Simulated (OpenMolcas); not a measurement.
Pr3+: effect of the active space

```yaml
Program: OpenMolcas
Method: SS-CASPT2, IPEA 0.25 Eh, imaginary shift 0.1 Eh
Basis: ANO-RCC-VQZP
Scalar_Hamiltonian: DKH2, point nucleus
Spin-orbit_coupling: RASSI with atomic mean-field integrals over the reference wave functions, term energies averaged over their components
```

A. 2 electrons in 7 orbitals (4f); 2S+1 = 3 even, 21 roots; 2S+1 = 1 even, 28 roots; closed shells correlated: 5s 5p; CASPT2 step of the order of 80 core-seconds
B. 2 electrons in 14 orbitals (4f 5f); 2S+1 = 3 even, 21 roots; 2S+1 = 1 even, 27 roots; closed shells correlated: 5s 5p; CASPT2 step of the order of 50 core-minutes

Energies in cm-1 above 4f2 3H4, the measured ground level; measured values from Martin, Zalubas and Hagan, Atomic Energy Levels: The Rare-Earth Elements, NSRDS-NBS 60 (1978).

```tsv
Level	A	B	Measured
4f2 3H4	0.0	0.0	0.0
4f2 3H5	2310	2310	2152
4f2 3H6	4720	4730	4389
4f2 3F2	5350	5350	4997
4f2 3F3	6870	6860	6415
4f2 3F4 [51 %]	7030	7200	
4f2 1G4 [50 %]	10080	10310	
4f2 1D2	18990	19010	17334
4f2 3P0	24510	24180	21390
4f2 3P1	25230	24580	22007
4f2 1I6	25360	25290	22212
4f2 3P2	26460	25820	23161
```

Deviations, from unrounded energies. A percentage is the sum of absolute deviations over the sum of measured energies, with the sign that they share, or ± where signs differ.

```
                        Against measurement  Levels      A      B
             mean absolute deviation (cm-1)       9   1700   1600
      fine structure of the ground term (%)       2   +7.5   +7.7
other terms of the ground configuration (%)       7  +13.0  +11.6
```

B lies closest to measurement on these levels. The largest miss of B in the table is 4f2 1I6, by +3100 cm-1. The ranking rests on the paired levels alone, and a cruder setting can come out closer through cancelling errors.

The spin-orbit steps hold different terms of 4f2 (B lacks 1S), which shifts levels as well.

The two smallest mean deviations differ by little beside CASPT2's spread within terms, so their order carries little weight.

Between A and B the level of the table that moves most is 4f2 3P1, by 650 cm-1 (lowest in B, highest in A). Moves below CASPT2's spread within the term are not significant.

CASPT2 breaks the degeneracy within a term, and the mean is taken; among the terms shown or strongly mixed into the levels shown the widest spread is 940 cm-1 (4f2 1I, B). The CASPT2 spread within a term exceeds the gap to the next term for 4f2 1I and 4f2 3P, so the order of their levels is uncertain (figures for A; the like holds for B). Active for correlation alone: 5f; no level in the range computed is led by a configuration that fills it, so any true level of that kind is missing (holds for B). Computed and measured levels are paired by configuration, term and J; levels that our copy of the source lacks, or whose pairing is in doubt (as where it misses far off the trend of its configuration), stay unpaired and out of the deviations. Only configurations of the active space appear. The table leaves out levels that lie high or whose names do not pair safely across all columns.

A share in square brackets marks a mixed level and gives the weight of the term that names it, the lowest over the columns.
